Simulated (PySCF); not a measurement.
SCF from a fresh guess for doublet IrOCl₂, at the PBE minimum. PySCF input:

```python
from pyscf import gto, scf, dft
mol = gto.M(atom='''
Ir    -0.184780    -0.000000     0.000000
O     -1.880420     0.000000     0.000000
Cl     0.939870     1.914660     0.000000
Cl     0.939870    -1.914660     0.000000''',
    basis={'Ir': 'def2-SVP', 'O': 'def2-SVP', 'Cl': 'def2-SVP'},
    ecp={'Ir': 'def2-SVP'},
    charge=0, spin=1)
mf = dft.UKS(mol, xc='PBE')
mf.grids.atom_grid = (50, 194)
aux = {'Ir': 'def2-universal-JKFIT', 'O': 'def2-universal-JKFIT', 'Cl': 'def2-universal-JKFIT'}
mf = mf.density_fit(auxbasis=aux)
mf.conv_tol = 1e-08
mf.diis_space = 10
mf.max_cycle = 60
mf.init_guess = 'minao'
mf.verbose = 4
mf.kernel()
```

Excerpt of the output (cycles alone):

```
init E= -1087.64777322984
cycle= 1 E= -1098.23681345643  delta_E= -10.6  |g|= 1.36  |ddm|= 5.81
cycle= 2 E= -1084.81508866514  delta_E= 13.4  |g|= 4.22  |ddm|= 7.86
cycle= 3 E= -1098.64043950834  delta_E= -13.8  |g|= 1.04  |ddm|= 7.27
cycle= 4 E= -1096.23118222256  delta_E= 2.41  |g|= 2.42  |ddm|= 2.11
cycle= 5 E= -1099.16811649963  delta_E= -2.94  |g|= 0.397  |ddm|= 2.32
cycle= 6 E= -1099.2568594714  delta_E= -0.0887  |g|= 0.0936  |ddm|= 0.497
cycle= 7 E= -1099.25964891346  delta_E= -0.00279  |g|= 0.0473  |ddm|= 0.125
cycle= 8 E= -1099.26087448865  delta_E= -0.00123  |g|= 0.00995  |ddm|= 0.0422
cycle= 9 E= -1099.26091881446  delta_E= -4.43e-05  |g|= 0.0051  |ddm|= 0.012
cycle= 10 E= -1099.2609302758  delta_E= -1.15e-05  |g|= 0.00133  |ddm|= 0.00387
cycle= 11 E= -1099.26093127503  delta_E= -9.99e-07  |g|= 0.000143  |ddm|= 0.00151
cycle= 12 E= -1099.26093128753  delta_E= -1.25e-08  |g|= 4.01e-05  |ddm|= 0.000275
cycle= 13 E= -1099.26093128865  delta_E= -1.12e-09  |g|= 2.24e-05  |ddm|= 8.24e-05
Extra cycle  E= -1099.26093128462  delta_E= 4.03e-09  |g|= 0.000103  |ddm|= 9.1e-05
converged SCF energy = -1099.26093128462  <S^2> = 0.7531755  2S+1 = 2.003173
```

No lower solution of this spin was found from smeared starts or by a stability analysis within the unrestricted form.

With open d or f shells other occupations or spin states may lie lower. With an element this heavy the missing spin–orbit coupling can shift these numbers.

The search for the lowest solution, 3 starts and the stability check together, took 48 s on 2 threads of a shared Arm Neoverse V1 host, with 82 basis functions; the process peaked at 0.4 GiB.
